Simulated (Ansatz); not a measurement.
Species: SbCl3 (charge 0, singlet). SMILES: [Cl][Sb]([Cl])[Cl]
Geometry: optimised at B3LYP-D3(BJ)/def2-TZVP (Ansatz, an electronic-structure program).

CCSD(T) with Ansatz in growing basis sets, 26 correlated electrons. Cores are frozen in the correlated levels unless marked. UHF or UKS for open shells. Spin-orbit coupling is left out. Frozen are the shells of the preceding noble gas and the d and f shells that filled before the atom's block. In def2 rows, elements after Kr have scalar-relativistic effective core potentials. Costs are ratios of core time to the smallest set, on shared machines of one kind, and rough; they hold the program's checks for lower states.

```csv
basis,functions,cost over smallest,E(corr) (Eh),electronic atomisation energy (kcal/mol)
def2-TZVPP,176,1×,-0.7614,211.6
def2-QZVPP,292,6×,-0.8344,223.2
```

Formally CCSD grows as o²v⁴ and (T) as o³v⁴; with o = 13 and v going from 139 to 255 both grow 11-fold in the last step, while integrals and the mean field grow more slowly. That step adds 73.0 mEh of correlation energy and 11.6 kcal/mol to the atomisation energy.
